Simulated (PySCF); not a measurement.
A calculated (B3LYP, PySCF 2.14, cc-pV(T+d)Z, no relativity, point nucleus) atom or ion has these occupied shells.

| shell | electrons | orbital energy (eV) | rms radius, mean of both spins (bohr) |
| --- | --- | --- | --- |
| 1s α | 1 | -3146.9 | 0.0998 |
| 1s β | 1 | -3146.7 | 0.0998 |
| 2s α | 1 | -317.28 | 0.453 |
| 2s β | 1 | -317.05 | 0.453 |
| 2p α | 3 | -250.72 | 0.420 |
| 2p β | 3 | -250.38 | 0.420 |
| 3s α | 1 | -39.513 | 1.48 |
| 3s β | 1 | -37.802 | 1.48 |
| 3p α | 3 | -24.135 | 1.70 |
| 3p β | 2 | -23.032 | 1.70 |

Problem. Name the element and its charge.

Solution. Ar⁺ (argon, charge +1), in [Ne] 3s2 3p5, 2P determinant.
